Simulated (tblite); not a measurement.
Species: C₄H₆ClF₃Ge.
Numbering: `[CH2:1]=[C:2]([CH3:3])[C@@H:4]([Cl:5])[Ge:6]([F:7])([F:8])[F:9]` (hydrogens: H10, H11 on C1; H12, H13, H14 on C3; H15 on C4)

Computed with GFN2-xTB (tblite), gas phase: L-BFGS steps from a force-field or distance-geometry start until the largest atomic force falls under 0.01 eV/Å.

Step 27: E = -881.5364 eV
```
atom  x, y, z in Å  |  force x, y, z in eV/Å
C1     -1.8636   -0.3179   -0.9174   -0.005   0.000  -0.034
C2     -0.8262   -0.3813   -0.0958   -0.040  -0.010   0.008
C3     -0.9410   -0.1537    1.3844    0.038  -0.018  -0.051
C4      0.5529   -0.7308   -0.5451   -0.063  -0.017   0.064
Cl5     0.7261   -1.1518   -2.2414    0.009   0.030   0.055
Ge6     1.8654    0.8529   -0.1830   -0.025   0.052  -0.052
F7      3.3684    0.7834   -1.0468   -0.007   0.003  -0.023
F8      2.4486    1.1505    1.4464   -0.002  -0.025  -0.013
F9      1.2409    2.4192   -0.6220    0.023  -0.027   0.006
H10    -1.7843   -0.5092   -1.9713    0.071   0.012  -0.052
H11    -2.8516   -0.0985   -0.5559   -0.008   0.034   0.072
H12    -0.0894    0.4253    1.7521   -0.064  -0.015   0.009
H13    -0.9528   -1.1107    1.9080    0.016   0.046   0.006
H14    -1.8559    0.3844    1.6200    0.039  -0.054  -0.019
H15     0.9581   -1.5538    0.0459    0.019  -0.008   0.023
```

Step 28: E = -881.5378 eV
```
atom  x, y, z in Å  |  force x, y, z in eV/Å
C1     -1.8614   -0.3129   -0.9195   -0.036  -0.004  -0.032
C2     -0.8266   -0.3781   -0.0950   -0.035  -0.034  -0.022
C3     -0.9426   -0.1557    1.3851    0.014  -0.024  -0.039
C4      0.5527   -0.7296   -0.5415   -0.030  -0.008   0.045
Cl5     0.7291   -1.1621   -2.2372   -0.002   0.035   0.095
Ge6     1.8645    0.8572   -0.1896   -0.052  -0.010  -0.034
F7      3.3652    0.7775   -1.0519    0.013   0.013  -0.040
F8      2.4505    1.1485    1.4370    0.006  -0.021   0.009
F9      1.2418    2.4243   -0.6154    0.016   0.004  -0.012
H10    -1.7822   -0.5031   -1.9736    0.087   0.014  -0.051
H11    -2.8508   -0.0956   -0.5602   -0.009   0.041   0.078
H12    -0.0953    0.4271    1.7537   -0.044   0.009   0.016
H13    -0.9451   -1.1143    1.9053    0.010   0.034   0.011
H14    -1.8621    0.3732    1.6244    0.047  -0.052  -0.026
H15     0.9580   -1.5482    0.0566    0.015   0.002   0.003
```

**Question.** Estimate the geometry and energy of step 29. (The exact step hangs on the optimiser's Hessian estimate; all steps are aligned on step 28, rigid shifts and turns removed.)

**Answer.** E = -881.5393 eV, largest force 0.118 eV/Å
```
atom  x, y, z in Å  |  force x, y, z in eV/Å
C1     -1.8599   -0.3076   -0.9225   -0.058  -0.006  -0.022
C2     -0.8279   -0.3754   -0.0948   -0.022  -0.055  -0.047
C3     -0.9440   -0.1584    1.3848   -0.018  -0.026  -0.013
C4      0.5515   -0.7286   -0.5369    0.011   0.002   0.016
Cl5     0.7320   -1.1726   -2.2308   -0.010   0.033   0.113
Ge6     1.8627    0.8617   -0.1970   -0.061  -0.072  -0.004
F7      3.3622    0.7716   -1.0582    0.022   0.023  -0.054
F8      2.4529    1.1461    1.4276    0.010  -0.018   0.023
F9      1.2431    2.4298   -0.6087    0.006   0.041  -0.033
H10    -1.7783   -0.4964   -1.9770    0.085   0.019  -0.035
H11    -2.8500   -0.0918   -0.5633   -0.001   0.044   0.063
H12    -0.1024    0.4292    1.7557   -0.013   0.036   0.016
H13    -0.9366   -1.1176    1.9025    0.006   0.005   0.016
H14    -1.8678    0.3602    1.6286    0.035  -0.038  -0.030
H15     0.9582   -1.5422    0.0680    0.007   0.012  -0.011
```

The energy changes by -0.0015 eV. The first-order estimate −F·Δx gives -0.0020 eV and the mean of the old and new forces, exact on a quadratic surface, -0.0015 eV. The step makes an angle of 76° with the force vector and moves no atom by more than 0.015 Å.

What follows is the cost of the whole relaxation. Hardware: an Arm Neoverse N1 with one thread (shared host). Cost: 1.2 s of wall time.
